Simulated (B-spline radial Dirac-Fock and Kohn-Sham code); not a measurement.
Photoionisation of copper ions at Mo Kα (17479.3 eV)

These are calculated numbers from an atomic code on a B-spline grid; the model is the independent-particle Dirac-Slater model, thresholds from Dirac-Fock. Cross sections in kb; a dash marks an empty subshell or a threshold above the photon energy.

```csv
ion,configuration,total,2p1/2,3s,3p3/2,3d3/2,3d5/2
Cu³⁺,[Ar] 3d8,5.123,0.0537,0.0524,0.0133,0.000143,0.000201
Cu⁴⁺,[Ar] 3d7,5.125,0.0537,0.0535,0.0137,0.000137,0.000193
Cu⁵⁺,[Ar] 3d6,5.127,0.0537,0.0548,0.0142,0.000129,0.000181
Cu⁶⁺,[Ar] 3d5,5.129,0.0537,0.0564,0.0147,0.000117,0.000164
Cu⁹⁺,[Ar] 3d2,5.138,0.0537,0.0622,0.0167,6.02e-05,8.48e-05
Cu¹⁹⁺,[He] 2s2 2p6,5.082,0.0560,–,–,–,–
```
